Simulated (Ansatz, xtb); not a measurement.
**H5NOSn: 3 structures ranked**

3 gas-phase structures of H5NOSn, found in a search over its isomers (lower ones may exist). Each was relaxed with GFN2-xTB:

A. a singlet given by its coordinates
B. `[NH2][SnH2][OH]`, a singlet
C. a singlet given by its coordinates

C (Å):

```xyz
8

N    -0.7232   -1.3365   -0.5652
O     2.3637   -0.7683   -1.5822
Sn    0.6561   -0.9601   -2.7156
H    -0.9801   -2.3157   -0.5778
H    -0.0153   -1.2155    0.1479
H    -1.5359   -0.7924   -0.3038
H     0.6327   -2.8642   -2.7797
H     2.8978   -1.5335   -1.3885
```

Close contacts (Å): N1–Sn3 2.58, O2–Sn3 2.06, N1–H4 1.01, N1–H5 1.01, N1–H6 1.01, O2–H8 0.95, Sn3–H7 1.91.

A (Å):

```yaml
atoms:
  - { symbol: N, position_ang: [-0.2839, -0.7351, -0.2890] }
  - { symbol: O, position_ang: [1.4327, -1.4349, -2.7498] }
  - { symbol: Sn, position_ang: [1.4112, -1.9659, -0.2096] }
  - { symbol: H, position_ang: [-0.2941, 0.1081, 0.2711] }
  - { symbol: H, position_ang: [-1.2085, -1.1370, -0.2145] }
  - { symbol: H, position_ang: [0.4452, -3.4613, -0.7886] }
  - { symbol: H, position_ang: [1.0920, -2.2537, -3.1179] }
  - { symbol: H, position_ang: [0.6735, -0.8490, -2.6688] }
```

Close contacts (Å): N1–Sn3 2.10, O2–Sn3 2.60, N1–H4 1.01, N1–H5 1.01, O2–H7 0.96, O2–H8 0.96, Sn3–H6 1.87.

Problem. Which do you expect lowest at r2SCAN-D4/def2-SVP, and how would the others follow?

Solution. Calculated order at r2SCAN-D4/def2-SVP: C (0.000), A (0.407), B (0.833) eV.

Energies above the lowest of each column, in eV:

| structure | GFN2-xTB | HF/STO-3G | r2SCAN-D4/def2-SVP |
| --- | --- | --- | --- |
| C | 0.000 | 2.117 | 0.000 |
| A | 0.456 | 2.048 | 0.407 |
| B | 1.833 | 0.000 | 0.833 |

r2SCAN-D4/def2-SVP puts C lowest; HF/STO-3G picks B. Some further structures that were screened fall inside this span and aren't listed. Flexible structures stand in one conformer each, not always the lowest. Frequencies (B3LYP-D3(BJ)/def2-SVP) were run for B alone. Atoms past krypton carry core potentials in the def2 sets, without spin–orbit terms.

Programs: Ansatz 0.2.0, xtb 6.7.1.
